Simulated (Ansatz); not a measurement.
All values below come from frozen-core CCSD(T)/cc-pVTZ // r2SCAN-D4/def2-TZVP (Ansatz, a program for electronic structure).

Ansatz 0.2 input:
```yaml
crystal:
  periodic: [false, false, false]
  atoms:
    - { symbol: N, position_ang: [1.477452, -0.095024, 0.409615] }
    - { symbol: Ga, position_ang: [0.051243, 0.983758, -0.086651] }
    - { symbol: N, position_ang: [-1.480155, 0.015315, -0.487978] }
    - { symbol: H, position_ang: [1.585451, -0.953769, -0.119036] }
    - { symbol: H, position_ang: [2.384885, 0.334881, 0.525463] }
    - { symbol: H, position_ang: [-2.339376, 0.523289, -0.647264] }
    - { symbol: H, position_ang: [-1.672916, -0.775355, 0.117216] }
basis:
  gaussian: { orbitals: cc-pVTZ }
correlation:
  method: ccsd_t
magnetization:
  spin_polarized: true
  initial_magnetization: 1
```

Output:

```
Functional definition: HF
952 factors; integrals over basis functions are off by at most 9.8e-4 eV
mean field evaluation 1: about -55357.9965 eV, gradient 3.4e1 eV
mean field evaluation 2: about -55358.0024 eV, gradient 3.4e1 eV
mean field evaluation 4: about -55363.3012 eV, gradient 2.7e0 eV
mean field evaluation 8: about -55363.4366 eV, gradient 2.4e-1 eV
mean field evaluation 16: about -55361.2808 eV, gradient 2.2e1 eV
mean field evaluation 32: about -55360.8451 eV, gradient 3.7e0 eV
mean field evaluation 64: about -55359.6059 eV, gradient 2.5e-1 eV
mean field -55363.43851260 eV, -2034.5688386516 hartree, gradient 2.1e-6 eV, S^2 0.756467; 0 other end points of the search recorded, 0 dependent functions left out
11 core orbitals not correlated
reference -55363.43851260 eV, -2034.5688386516 hartree; 14, 13 occupied and 134, 135 virtual orbitals, 952 factors
second order -15.70435196 eV of doubles, -0.00000000 eV of singles
cycle   1  -15.60033090 eV  change    1.0e-1 eV  update   9.7e-2
cycle   2  -16.03988003 eV  change   -4.4e-1 eV  update   3.0e-2
cycle   3  -16.13895018 eV  change   -9.9e-2 eV  update   1.8e-2
cycle   4  -16.13024690 eV  change    8.7e-3 eV  update   6.2e-3
cycle   5  -16.12967685 eV  change    5.7e-4 eV  update   3.9e-3
cycle   6  -16.13003766 eV  change   -3.6e-4 eV  update   1.7e-3
cycle   7  -16.13013656 eV  change   -9.9e-5 eV  update   9.4e-4
cycle   8  -16.13054272 eV  change   -4.1e-4 eV  update   3.8e-4
cycle   9  -16.13056935 eV  change   -2.7e-5 eV  update   1.5e-4
cycle  10  -16.13052035 eV  change    4.9e-5 eV  update   4.8e-5
cycle  11  -16.13056306 eV  change   -4.3e-5 eV  update   2.2e-5
cycle  12  -16.13056027 eV  change    2.8e-6 eV  update   7.4e-6
perturbative correction -0.71822878 eV, -0.0263944208 hartree
Total energy: -55380.28730165 eV, -2035.1880202288 hartree
```

Cost: very roughly 5 core-minutes.
